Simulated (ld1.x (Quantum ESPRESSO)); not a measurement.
**oxygen ultrasoft: all-electron and pseudo phase curves**

| Quantity | Value |
| --- | --- |
| Element | oxygen (O) |
| Generator | ld1.x (Quantum ESPRESSO) 7.5 |
| Type | ultrasoft |
| Functional | PBE |
| Relativity | scalar-relativistic |
| Frozen core | [He] |
| Valence charge | 6 |
| Reference configuration | 2s2 2p4 |
| Partial waves | 2s (bound): rcut 0.80, rcutus 1.05 bohr; 2s channel at 0.7 Ry: rcut 0.80, rcutus 1.05 bohr; 2p (bound): rcut 1.40, rcutus 1.90 bohr; 2p channel at -0.25 Ry: rcut 1.40, rcutus 1.90 bohr; 3d channel at 0.2 Ry: rcut 1.55, rcutus 1.75 bohr; 3d channel at 1.3 Ry: rcut 1.55, rcutus 1.75 bohr |
| Local potential | all-electron potential smoothed inside 1.60 bohr (lloc = -1) |
| Core correction | a·sin(br)/r model core inside 0.50 bohr |
| Augmentation charge | PSQ, radius 0.70 bohr |

The phase is arctan(r·u′/u) with u = r·R(r), unwrapped; energies in Ry, scanned from -4 to 5 Ry. A pole is an energy at which the radial function vanishes at the test radius. The pseudo phase is shifted by a multiple of π to meet the all-electron one at the reference energy, and phase errors are pseudo minus all-electron; the curves can meet again beyond the range given. Levels narrower than the energy grid can be missing from the lists of poles.

```
channel  radius (bohr)  reference energy (Ry)  poles, all-electron  poles, pseudo  unbroken range about the reference energy with phases within 0.05 rad  phase error 1 Ry above the reference energy (rad)
      s           2.04                  -1.76                -1.33          -1.33                                                        the whole range                                             +0.000
      p           2.04                  -0.66                -0.15          -0.15                                                              below 2.9                                             +0.000
      d           2.04                   0.20                 none           none                                                        the whole range                                             +0.000
```

Phases in the d channel:

| E (Ry) | all-electron | pseudo |
| --- | --- | --- |
| -4.00 | 1.353 | 1.353 |
| -3.52 | 1.342 | 1.342 |
| -3.04 | 1.330 | 1.330 |
| -2.56 | 1.315 | 1.315 |
| -2.08 | 1.298 | 1.298 |
| -1.60 | 1.276 | 1.276 |
| -1.12 | 1.249 | 1.249 |
| -0.64 | 1.214 | 1.214 |
| -0.16 | 1.167 | 1.167 |
| 0.32 | 1.099 | 1.099 |
| 0.80 | 0.993 | 0.993 |
| 1.28 | 0.808 | 0.808 |
| 1.76 | 0.443 | 0.443 |
| 2.24 | -0.216 | -0.216 |
| 2.72 | -0.832 | -0.832 |
| 3.20 | -1.159 | -1.159 |
| 3.68 | -1.330 | -1.330 |
| 4.16 | -1.433 | -1.433 |
| 4.64 | -1.503 | -1.503 |
